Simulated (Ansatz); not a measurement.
Isolated molecules relaxed with PBE0-D4/def2-TZVP in Ansatz; ΔE leaves out vibrations. CCSD(T)/CBS adds triple-zeta CCSD(T) − MP2 to the extrapolated MP2 energy (def2 sets, frozen cores). This one scheme is used for every species. DFT in def2-TZVPP. B3LYP here is the variant with VWN-RPA as its local correlation; programs differ in this. One conformer a species, not always the lowest.

Reaction (formal exchange of groups at a B–Si bond): `C#C[SiH2]B(C)F` + `FCCl` → `CB(F)CCl` + `C#C[SiH2]F`

| level | ΔE (eV) | difference from CCSD(T)/CBS |
| --- | --- | --- |
| PBE-D4 | -2.23 | 0.34 |
| r2SCAN-D4 | -2.45 | 0.12 |
| PBE0-D4 | -2.34 | 0.23 |
| B3LYP-D4 | -2.45 | 0.12 |
| ωB97M-V | -2.52 | 0.05 |
| PBE0 | -2.35 | 0.22 |
| B3LYP | -2.45 | 0.12 |
| HF/def2-TZVPP | -2.65 | -0.08 |
| MP2/def2-TZVPP | -2.68 | -0.11 |
| SCS-MP2/def2-TZVPP | -2.64 | -0.07 |
| CCSD/def2-TZVPP | -2.57 | 0.00 |
| CCSD(T)/def2-TZVPP | -2.54 | 0.03 |
| MP2/def2-QZVPP | -2.71 | -0.14 |
| SCS-MP2/def2-QZVPP | -2.67 | -0.10 |
| HF/CBS(def2) | -2.67 | -0.10 |
| MP2/CBS(def2) | -2.71 | -0.14 |
| CCSD(T)/CBS | -2.57 | 0 |

Largest T1 diagnostic among the species: 0.013.

From PBE to PBE0 (25 % exact exchange), in def2-TZVPP and without D4, ΔE moves by −0.12 eV.
